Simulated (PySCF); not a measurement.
# Molecular orbitals of SrN

PBE0 at R = 2.180 Å; PySCF, spin-free X2C with a Gaussian nucleus, basis sets Sr x2c-SVPall, N x2c-SVPall. State: ⁴Σ⁻ (quartet), unpaired electrons σ ↑, π ↑↑, a second solution, started from another occupation. Only the outer orbitals are listed, counted within each symmetry.

```json
{"spin": "α", "orbital": "9σ", "occ.": "1", "ε (eV)": "-24.72", "on Sr (%)": "88", "main shells (%)": "88 Sr p, 10 N s"}
{"spin": "α", "orbital": "4π", "occ.": "1", "ε (eV)": "-24.34", "on Sr (%)": "100", "main shells (%)": "100 Sr p"}
{"spin": "α", "orbital": "4π", "occ.": "1", "ε (eV)": "-24.34", "on Sr (%)": "100", "main shells (%)": "100 Sr p"}
{"spin": "α", "orbital": "10σ", "occ.": "1", "ε (eV)": "-19.04", "on Sr (%)": "14", "main shells (%)": "86 N s, 11 Sr p"}
{"spin": "α", "orbital": "5π", "occ.": "1", "ε (eV)": "-7.96", "on Sr (%)": "9", "main shells (%)": "91 N p"}
{"spin": "α", "orbital": "5π", "occ.": "1", "ε (eV)": "-7.96", "on Sr (%)": "9", "main shells (%)": "91 N p"}
{"spin": "α", "orbital": "11σ", "occ.": "1", "ε (eV)": "-6.46", "on Sr (%)": "14", "main shells (%)": "85 N p, 8 Sr d"}
{"spin": "α", "orbital": "12σ", "occ.": "1", "ε (eV)": "-3.85", "on Sr (%)": "99", "main shells (%)": "85 Sr s"}
{"spin": "α", "orbital": "6π", "occ.": "0", "ε (eV)": "-0.87", "on Sr (%)": "100", "main shells (%)": "78 Sr p, 22 Sr d"}
{"spin": "α", "orbital": "6π", "occ.": "0", "ε (eV)": "-0.87", "on Sr (%)": "100", "main shells (%)": "78 Sr p, 22 Sr d"}
{"spin": "α", "orbital": "13σ", "occ.": "0", "ε (eV)": "-0.51", "on Sr (%)": "99", "main shells (%)": "53 Sr p, 44 Sr d"}
{"spin": "β", "orbital": "9σ", "occ.": "1", "ε (eV)": "-24.32", "on Sr (%)": "95", "main shells (%)": "95 Sr p"}
{"spin": "β", "orbital": "4π", "occ.": "1", "ε (eV)": "-24.17", "on Sr (%)": "100", "main shells (%)": "100 Sr p"}
{"spin": "β", "orbital": "4π", "occ.": "1", "ε (eV)": "-24.17", "on Sr (%)": "100", "main shells (%)": "100 Sr p"}
{"spin": "β", "orbital": "10σ", "occ.": "1", "ε (eV)": "-15.53", "on Sr (%)": "10", "main shells (%)": "90 N s"}
{"spin": "β", "orbital": "11σ", "occ.": "1", "ε (eV)": "-5.29", "on Sr (%)": "17", "main shells (%)": "81 N p, 11 Sr d"}
{"spin": "β", "orbital": "5π", "occ.": "0", "ε (eV)": "-1.95", "on Sr (%)": "40", "main shells (%)": "60 N p, 33 Sr d"}
{"spin": "β", "orbital": "5π", "occ.": "0", "ε (eV)": "-1.95", "on Sr (%)": "40", "main shells (%)": "60 N p, 33 Sr d"}
{"spin": "β", "orbital": "12σ", "occ.": "0", "ε (eV)": "-1.85", "on Sr (%)": "99", "main shells (%)": "85 Sr s"}
```

Question: Which are the highest filled and the lowest empty level, where do they sit, and how wide is the gap?

Answer: Highest filled α 12σ at -3.85 eV (in %: 85 Sr s); lowest empty β 5π at -1.95 eV (in %: 60 N p, 33 Sr d); the gap at PBE0 is 1.90 eV.

```
bond order (Mayer)                              : 0.92
⟨S²⟩                                            : 3.755
charge on Sr (Mulliken, basis-dependent)        : 0.46
charge on Sr (Löwdin, basis-dependent)          : 0.25
dipole moment (positive dipole means Sr(−)N(+)) : -3.41 D
```

Spin–orbit coupling is left out.
